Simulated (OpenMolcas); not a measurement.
Multiconfigurational calculation on Pt I

Input:

```
&GATEWAY
Coord
1

Pt 0.0 0.0 0.0
Basis=ANO-RCC-VTZP
Group=XYZ
NoMove
AngMom=0.0 0.0 0.0
AMFI
&SEWARD
* reference wave functions (RASSCF and RASSI steps not shown): 10 electrons in 6 orbitals (5d 6s)
>>> COPY JOB001 $Project.JobIph
&CASPT2
Multistate=15 1 2 3 4 5 6 7 8 9 10 11 12 13 14 15
Frozen=14 16
IPEA=0.0
Imaginary=0.1
MaxIter=60
WThr=0.0 0.3 0.05
PrWF=0.5
NoMix
>>> COPY JOB002 $Project.JobIph
&CASPT2
Multistate=20 1 2 3 4 5 6 7 8 9 10 11 12 13 14 15 16 17 18 19 20
Frozen=14 16
IPEA=0.0
Imaginary=0.1
MaxIter=60
WThr=0.0 0.3 0.05
PrWF=0.5
NoMix
```

Launched by
```bash
OMP_NUM_THREADS=1 MOLCAS_MEM=1689 MOLCAS_PROJECT=a pymolcas a.inp > a.log  # once for each step of the input, in one work folder
```

Output, cut to the results:

```
--- CASPT2 ---
Orbital specifications:
      -----------------------

      Symmetry species                           1   2
                                                ag  au
      Frozen orbitals                           14  16
      Inactive orbitals                          1   3
      Active orbitals                            6   0
      Secondary orbitals                        21  23
      Deleted orbitals                           0   0
      Number of basis functions                 42  42
Type of calculation                        MS-CASPT2
      Fock operator                              state-specific
      IPEA shift                                 0.00
      Real shift                                 0.00
      Imaginary shift                            0.10
      The input orbitals will be transformed to quasi-canonical
Reference energy:      -18395.9220155676
      E2 (Non-variational):      -0.5725742695
      Shift correction:          -0.0006902877
      E2 (Variational):          -0.5732645572
      Total energy:          -18396.4952801248
      Residual norm:              0.0000003288
      Reference weight:           0.87677
      Contributions to the CASPT2 correlation energy
      Active & Virtual Only:         -0.3235100180
      One Inactive Excited:          -0.1843641325
      Two Inactive Excited:          -0.0647001190
Reference energy:      -18395.9220155676
      E2 (Non-variational):      -0.5725450253
      Shift correction:          -0.0006755021
      E2 (Variational):          -0.5732205274
      Total energy:          -18396.4952360950
      Residual norm:              0.0000003336
      Reference weight:           0.87696
      Contributions to the CASPT2 correlation energy
      Active & Virtual Only:         -0.3234795359
      One Inactive Excited:          -0.1843654954
      Two Inactive Excited:          -0.0646999939
::    CASPT2 Root  1     Total energy: -18396.49528012
::    CASPT2 Root  2     Total energy: -18396.49523609
::    CASPT2 Root  3     Total energy: -18396.49526455
::    CASPT2 Root  4     Total energy: -18396.49523392
::    CASPT2 Root  5     Total energy: -18396.49525578
::    CASPT2 Root  6     Total energy: -18396.49523340
::    CASPT2 Root  7     Total energy: -18396.49537299
::    CASPT2 Root  8     Total energy: -18396.49643130
::    CASPT2 Root  9     Total energy: -18396.49671779
::    CASPT2 Root 10     Total energy: -18396.49421644
::    CASPT2 Root 11     Total energy: -18396.49585469
::    CASPT2 Root 12     Total energy: -18396.49277015
::    CASPT2 Root 13     Total energy: -18396.45595741
::    CASPT2 Root 14     Total energy: -18396.45595741
::    CASPT2 Root 15     Total energy: -18396.45595741
::    MS-CASPT2 Root  1     Total energy: -18396.49685518
::    MS-CASPT2 Root  2     Total energy: -18396.49653516
::    MS-CASPT2 Root  3     Total energy: -18396.49582840
::    MS-CASPT2 Root  4     Total energy: -18396.49552622
::    MS-CASPT2 Root  5     Total energy: -18396.49535804
::    MS-CASPT2 Root  6     Total energy: -18396.49527991
::    MS-CASPT2 Root  7     Total energy: -18396.49524285
::    MS-CASPT2 Root  8     Total energy: -18396.49523515
::    MS-CASPT2 Root  9     Total energy: -18396.49510806
::    MS-CASPT2 Root 10     Total energy: -18396.49497623
::    MS-CASPT2 Root 11     Total energy: -18396.49417596
::    MS-CASPT2 Root 12     Total energy: -18396.49275162
::    MS-CASPT2 Root 13     Total energy: -18396.45595714
::    MS-CASPT2 Root 14     Total energy: -18396.45595530
::    MS-CASPT2 Root 15     Total energy: -18396.45595423
--- CASPT2 ---
Orbital specifications:
      -----------------------

      Symmetry species                           1   2
                                                ag  au
      Frozen orbitals                           14  16
      Inactive orbitals                          1   3
      Active orbitals                            6   0
      Secondary orbitals                        21  23
      Deleted orbitals                           0   0
      Number of basis functions                 42  42
Type of calculation                        MS-CASPT2
      Fock operator                              state-specific
      IPEA shift                                 0.00
      Real shift                                 0.00
      Imaginary shift                            0.10
      The input orbitals will be transformed to quasi-canonical
Reference energy:      -18395.9151611430
      E2 (Non-variational):      -0.5837738991
      Shift correction:          -0.0009563414
      E2 (Variational):          -0.5847302405
      Total energy:          -18396.4998913835
      Residual norm:              0.0000002146
      Reference weight:           0.86343
      Contributions to the CASPT2 correlation energy
      Active & Virtual Only:         -0.3291488630
      One Inactive Excited:          -0.1872114149
      Two Inactive Excited:          -0.0674136213
Reference energy:      -18395.9151611429
      E2 (Non-variational):      -0.5837738330
      Shift correction:          -0.0009561817
      E2 (Variational):          -0.5847300147
      Total energy:          -18396.4998911576
      Residual norm:              0.0000002142
      Reference weight:           0.86343
      Contributions to the CASPT2 correlation energy
      Active & Virtual Only:         -0.3291488080
      One Inactive Excited:          -0.1872113974
      Two Inactive Excited:          -0.0674136276
::    CASPT2 Root  1     Total energy: -18396.49989138
::    CASPT2 Root  2     Total energy: -18396.49989116
::    CASPT2 Root  3     Total energy: -18396.49988840
::    CASPT2 Root  4     Total energy: -18396.49989037
::    CASPT2 Root  5     Total energy: -18396.49990413
::    CASPT2 Root  6     Total energy: -18396.43837862
::    CASPT2 Root  7     Total energy: -18396.43851067
::    CASPT2 Root  8     Total energy: -18396.43850852
::    CASPT2 Root  9     Total energy: -18396.43851044
...
```

Levels above the lowest, from the spin-orbit matrix with the multistate effective Hamiltonian, averaged by term, added to it:

```json
{"Configuration": "5d8 6s2", "Term": "3F", "J": "4", "E (cm-1)": "0.0", "g": "1.241", "Term weight %": "96", "Second": "4 1G"}
{"Configuration": "5d9 6s", "Term": "1D", "J": "2", "E (cm-1)": "1679", "g": "1.048", "Term weight %": "68", "Second": "20 3D"}
{"Configuration": "5d9 6s", "Term": "3D", "J": "3", "E (cm-1)": "2930", "g": "1.334", "Term weight %": "100", "Second": ""}
{"Configuration": "5d9 6s", "Term": "3D", "J": "2", "E (cm-1)": "7510", "g": "1.124", "Term weight %": "40", "Second": "25 5d8 6s2 1D"}
{"Configuration": "5d10", "Term": "1S", "J": "0", "E (cm-1)": "7840", "g": "", "Term weight %": "92", "Second": "8 5d8 6s2 3P"}
{"Configuration": "5d8 6s2", "Term": "3F", "J": "3", "E (cm-1)": "9260", "g": "1.084", "Term weight %": "100", "Second": ""}
{"Configuration": "5d9 6s", "Term": "3D", "J": "1", "E (cm-1)": "13460", "g": "0.499", "Term weight %": "100", "Second": ""}
{"Configuration": "5d8 6s2", "Term": "3P", "J": "2", "E (cm-1)": "14190", "g": "1.267", "Term weight %": "52", "Second": "20 5d9 6s 3D"}
{"Configuration": "5d8 6s2", "Term": "3F", "J": "2", "E (cm-1)": "15030", "g": "0.899", "Term weight %": "50", "Second": "19 5d9 6s 3D"}
{"Configuration": "5d8 6s2", "Term": "3P", "J": "1", "E (cm-1)": "17880", "g": "1.501", "Term weight %": "100", "Second": ""}
{"Configuration": "5d8 6s2", "Term": "3P", "J": "0", "E (cm-1)": "21040", "g": "", "Term weight %": "92", "Second": "8 5d10 1S"}
{"Configuration": "5d8 6s2", "Term": "1G", "J": "4", "E (cm-1)": "22190", "g": "1.009", "Term weight %": "96", "Second": "4 3F"}
{"Configuration": "5d8 6s2", "Term": "1D", "J": "2", "E (cm-1)": "25810", "g": "0.997", "Term weight %": "60", "Second": "22 3F"}
```

Against the 9 measured excited levels shown (NIST Handbook of Basic Atomic Spectroscopic Data) the mean absolute deviation is 2500 cm-1; the largest miss in energy is 5d8 6s2 3F3: computed 6320, measured 10117 cm-1 (-37.5 %), and the largest in proportion 5d8 6s2 3F4 (-455.9 %). These deviations count from the computed level that pairs with the measured ground level.

Term energies are means over components that CASPT2 splits; among the terms shown or strongly mixed into the levels shown the widest spread is 1600 cm-1 (5d8 6s2 1G). Over all roots computed the reference weight is 0.81 to 0.88; the roots of lowest weight are the least certain, and an intruder state may touch them. Terms from blocks run as CI alone lack orbitals of their own. The lowest computed level is not the ground level that NIST lists (3D3). Configurations are named by rounded mean occupations; where the s occupation lies near a half they are strongly mixed, a name can repeat and a true partner stay unpaired. A single d shell beside an s shell can misplace configurations of different d count against each other. The CASPT2 spread within a term exceeds the gap to the next term for 5d9 6s 3D and 5d8 6s2 3F, so the order of their levels is uncertain, and so are names and mixing where such terms share a J. The lowest spin-free term belongs to 5d9 6s, not to the configuration of the lowest level. Computed and measured levels are paired by configuration, term and J; levels that our copy of the source lacks, or whose pairing is in doubt (as where it misses far off the trend of its configuration), stay unpaired and out of the deviations. Only configurations of the active space appear. The first state left out of the spin-orbit step lies near 45000 cm-1 above the lowest spin-free state of the reference (among the parities and spins computed), and the list stops at four fifths of that energy or lower.

The term weight is that of the spin-free term in the level, not the purity of its configuration.
